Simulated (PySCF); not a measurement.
CH8FNOSi2, SMILES O[Si@H](C)[Si@H](N)F. Geometry: PBE0-D3(BJ)/def2-SVP. The structure was generated by enumeration; whether it is a known compound was not checked. One conformer was computed; it need not be the lowest.

Question: Give the equilibrium geometry at PBE0-D3(BJ)/def2-SVP (PySCF confirms it by a frequency run) as Cartesian coordinates in Å. (An estimate is asked for; the answer gives what the named calculation found.)

Answer: One answer among several that fit: 
```xyz
14

C     -2.3635    -0.6799     0.2003
Si    -0.9782     0.3656    -0.5075
O     -1.2396     2.0127    -0.3254
Si     1.0540    -0.2665     0.4773
N      2.3675     0.4228    -0.3787
F      1.0501    -1.9110     0.4842
H     -2.1321    -1.7458     0.0422
H     -2.4776    -0.5194     1.2839
H     -3.3252    -0.4538    -0.2853
H     -0.8940     0.1494    -1.9838
H     -1.0564     2.3809     0.5431
H      1.2183     0.1258     1.9099
H      3.3083     0.4360    -0.0012
H      2.3726     0.4575    -1.3915
```
Charge 0, spin multiplicity 1.
